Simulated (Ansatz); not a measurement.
The molecule PN, closed-shell singlet (the spin of the measured ground state).

The constants come from a fifth-degree fit in 1/R (seven points, main isotopes). In def2 and cc sets the state is the lowest found near the PBE0 minimum, followed along R. The singlet is held restricted.

Cores are frozen in the correlated methods. CBS(a, b) extrapolates the correlation energy as X⁻³ and adds the Hartree–Fock energy of set b.

Codes used: Ansatz (a first-principles code). 

What bond length and harmonic frequency does PBE/def2-TZVPP give, and what D_e (from each atom's lowest state at the same level)?

r_e = 1.500 Å, ω_e = 1339 cm⁻¹, D_e = 6.75 eV.

What bond length and harmonic frequency does CCSD(T)/aug-cc-pV(5+d)Z give?

r_e = 1.495 Å, ω_e = 1341 cm⁻¹.

What bond length and harmonic frequency does CCSD(T)/CBS(aug-cc-pV(Q+d)Z, aug-cc-pV(5+d)Z) give?

r_e = 1.493 Å, ω_e = 1345 cm⁻¹.

Measured for the ground state: r_e 1.4909 Å [microwave values compiled in ACS Omega 2, 8373 (2017)]. ω_e 1336.9 cm-1, ω_e x_e 6.8958 cm-1, B_e 0.78648 cm-1, α_e 0.0055337 cm-1 [Irikura, J. Phys. Chem. Ref. Data 36, 389 (2007)]. D_0 6.357 ± 0.22 eV (a handbook's tabulated 298 K bond energy less 3RT/2; such tables hold older values) [Luo, bond dissociation energies, CRC Handbook]. dipole 2.7514 D [compilation of Liu, Meijer and Pérez-Ríos].

Doubts at one or more of the structures used: a restricted determinant that unrestricted orbitals would lower (CCSD(T)/aug-cc-pV(5+d)Z, CCSD(T)/CBS(aug-cc-pV(Q+d)Z, aug-cc-pV(5+d)Z)).
